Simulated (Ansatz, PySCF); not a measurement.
Spin states of HOTa (SMILES [OH][Ta]), each relaxed with B3LYP-D3(BJ)/def2-TZVP.
State 1 (charge 0, multiplicity 3):
```tsv
atom	x (Å)	y (Å)	z (Å)
Ta	-0.9782	-0.8233	-0.8714
O	0.1774	0.1552	0.1490
H	0.7676	0.7155	0.6522
```
State 2 (charge 0, multiplicity 1):
```xyz
3

Ta    -0.95917    -0.70452    -0.88504
O      0.26904    -0.05513     0.31526
H      0.65697     0.80703     0.49957
```

| level | energy of the multiplicity-1 state less that of the multiplicity-3 state (kcal/mol) | cost |
|---|---|---|
| SVWN5/def2-TZVPP | 18.71 | ×0.5 |
| PBE/def2-TZVPP | 19.21 | ×1 |
| PBE-D3(BJ)/def2-TZVPP | 19.22 | ×1 |
| PBE-D4/def2-TZVPP | 19.21 | ×1 |
| BLYP/def2-TZVPP | 15.37 | ×1 |
| BLYP-D3(BJ)/def2-TZVPP | 15.39 | ×1 |
| BLYP-D4/def2-TZVPP | 15.37 | ×1 |
| r2SCAN/def2-TZVPP | 23.54 | ×4 |
| r2SCAN-D3(BJ)/def2-TZVPP | 23.54 | ×4 |
| r2SCAN-D4/def2-TZVPP | 23.54 | ×4 |
| B97M-V/def2-TZVPP | 14.05 | ×10 |
| r2SCANh/def2-TZVPP | 24.49 | ×2 |
| B3LYP/def2-TZVPP | 16.63 | ×0.5 |
| B3LYP-D3(BJ)/def2-TZVPP | 16.65 | ×0.5 |
| B3LYP-D4/def2-TZVPP | 16.63 | ×0.5 |
| PBE0/def2-TZVPP | 21.24 | ×0.6 |
| PBE0-D3(BJ)/def2-TZVPP | 21.25 | ×0.6 |
| PBE0-D4/def2-TZVPP | 21.24 | ×0.6 |
| BHLYP/def2-TZVPP | 18.61 | ×0.5 |
| BHLYP-D3(BJ)/def2-TZVPP | 18.62 | ×0.5 |
| BHLYP-D4/def2-TZVPP | 18.61 | ×0.5 |
| CAM-B3LYP/def2-TZVPP | 18.29 | ×0.6 |
| CAM-B3LYP-D3(BJ)/def2-TZVPP | 18.30 | ×0.6 |
| CAM-B3LYP-D4/def2-TZVPP | 18.29 | ×0.6 |
| wB97X-V/def2-TZVPP | 16.43 | ×2 |
| wB97M-V/def2-TZVPP | 18.60 | ×3 |
| B2PLYP/def2-TZVPP | 16.28 | ×1 |
| B2PLYP-D3(BJ)/def2-TZVPP | 16.29 | ×1 |
| B2PLYP-D4/def2-TZVPP | 16.28 | ×1 |

The rows run from 14.05 (B97M-V/def2-TZVPP) to 24.49 kcal/mol (r2SCANh/def2-TZVPP). The dispersion term adds 0.01 in PBE-D3(BJ), 0.00 in PBE-D4, 0.02 in BLYP-D3(BJ). The 13 functionals in def2-TZVPP without D3 or D4 span 10.44, from B97M-V to r2SCANh.

Singlets are restricted, other states unrestricted; no spin–orbit coupling, no relativity up to Kr; see below for the cores. The largest T1 diagnostic is 0.055.

Correlated levels freeze the inner cores; with def2 sets outer-core shells near the valence are correlated too.

Doubts at one or more of the structures used: a spin-contaminated determinant (PBE/def2-TZVPP, PBE-D3(BJ)/def2-TZVPP, PBE-D4/def2-TZVPP, r2SCAN/def2-TZVPP, r2SCAN-D3(BJ)/def2-TZVPP, r2SCAN-D4/def2-TZVPP, B97M-V/def2-TZVPP, r2SCANh/def2-TZVPP, PBE0/def2-TZVPP, PBE0-D3(BJ)/def2-TZVPP, PBE0-D4/def2-TZVPP, BHLYP/def2-TZVPP, BHLYP-D3(BJ)/def2-TZVPP, BHLYP-D4/def2-TZVPP, B2PLYP/def2-TZVPP, B2PLYP-D3(BJ)/def2-TZVPP, B2PLYP-D4/def2-TZVPP); a restricted determinant that unrestricted orbitals would lower (B2PLYP/def2-TZVPP, B2PLYP-D3(BJ)/def2-TZVPP, B2PLYP-D4/def2-TZVPP).

Programs: Ansatz (a quantum-chemistry and plane-wave program); PySCF for the dispersion terms.  In def2 rows elements past Kr take small-core potentials, without spin–orbit coupling.

Costs are rough ratios of core time to PBE/def2-TZVPP (about 17 s over the structures, on one shared machine); a dash marks a level with no comparable run of its own.
